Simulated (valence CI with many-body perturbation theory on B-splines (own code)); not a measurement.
The numbers below are computed, except where a source is named.
Ladder of approximations for Cd26+

Level of theory: relativistic CI+MBPT: four valence electrons over a frozen Dirac-Fock core [Ar], radial functions for each j: 9 s, 9 p, 10 d, 8 f, 5 g, 3 h, 1 i, with the one-electron correlation potential Σ1 (screened to all orders), the two-electron term Σ2, the three-electron term Σ3, Breit, model QED; selected single and double excitations, second order for the rest (own B-spline code, finite nucleus).

The last digits are not significant, and no measured levels were compared; by estimate large intervals hold to a few tenths of a per cent, small ones and those within an open d or f shell to about a per cent. Core correlation moves these levels by up to 9200 cm⁻¹, and in measured spectra 5 to 20 % of such shifts remained as error; rates that hang on mixing are uncertain with them. Only levels of the ground parity were solved; by the run's estimate the other parity begins above the list, which can be wrong where configurations are misplaced.

Each rung adds one term. CI alone is the Dirac-Coulomb CI over the frozen core; QED comes last and gives the full result, which names the levels. Energies are above 3d4 5D_0 [a] on the same rung, in cm⁻¹.

Names give the largest LS component (configuration and term), which can be under half, so a name can repeat, a term be missing and a line seem to break the LS rules; names also repeat where a configuration has a term twice. Letters in brackets count levels of one name in rising energy.

```tsv
Level	CI alone	Σ1	Σ2	Σ3	Breit	QED	Full
3d4 5D_1	32894	+497	+1477	+452	-2231	+178	33267
3d4 5D_2	59001	+772	+1927	+474	-4002	+270	58442
3d4 5D_3	77536	+880	+1878	+348	-5108	+302	75836
3d4 5D_4	86348	+761	+1534	-82	-5680	+254	83134
3d4 5D_0 [b]	120289	+933	+346	-581	-3248	+304	118043
3d4 3H_4	129103	+947	+2355	-341	-5760	+303	126608
3d4 3G_3	151902	+936	+169	-386	-4456	+288	148453
3d4 3F_2 [a]	155780	+901	-890	+298	-3884	+274	152477
3d4 3H_5	160823	+1105	+2485	-186	-7484	+347	157092
3d4 3P_1 [a]	163213	+1159	-616	+556	-4680	+367	159999
3d4 3H_6	173786	+1162	+3276	-343	-9430	+364	168815
3d4 3G_4	190658	+1248	+722	-949	-7261	+379	184797
3d4 3D_2	197244	+1215	-2412	+161	-5946	+371	190633
3d4 3D_3	206186	+1157	-2913	-408	-5828	+341	198535
3d4 3F_4 [a]	204089	+1487	+1513	-589	-7711	+484	199274
3d4 3F_3 [a]	223738	+1562	+301	-572	-6814	+502	218717
3d4 3P_2 [a]	233197	+1431	-1007	+392	-6148	+445	228310
3d4 3G_5	238464	+1725	+1969	-447	-10022	+551	232240
3d4 3D_1	248756	+1615	-2145	-1117	-6156	+505	241457
3d4 1I_6	247466	+1701	+4123	-663	-10957	+535	242205
3d4 1S_0 [a]	279645	+1735	-2123	-3821	-7114	+540	268863
3d4 3F_4 [b]	277523	+1627	-1617	-712	-7622	+491	269691
3d4 3P_2 [b]	283870	+1633	-3926	+1221	-6532	+485	276750
3d4 1F_3	297345	+1698	-3211	-151	-7881	+510	288309
3d4 3P_2 [c]	311805	+1489	-4628	+212	-5668	+426	303636
3d4 3F_4 [c]	333383	+1962	+254	-909	-8629	+600	326661
3d4 3F_3 [b]	350743	+1867	-3663	+231	-7507	+547	342218
3d4 3F_2 [b]	350842	+2023	-3732	+818	-8019	+608	342540
3d4 3P_1 [b]	355659	+1850	-5861	+868	-6045	+540	347011
3d4 1G_4	372522	+1867	-3624	+464	-8401	+537	363366
3d4 3P_0	373695	+1901	-6570	-112	-5963	+543	363494
```

The middle columns are the shifts that each term adds.

Question: How does the ionisation energy move along the ladder, and which term matters most?

Answer: CI alone 1391.5, + Σ1 1394.0, + Σ2 1401.5, + Σ3 1401.5, + Breit 1400.8, + QED 1400.9 eV. The largest step is Σ2, 7.5 eV. NIST lists 1401 ± 4 eV (theoretical).
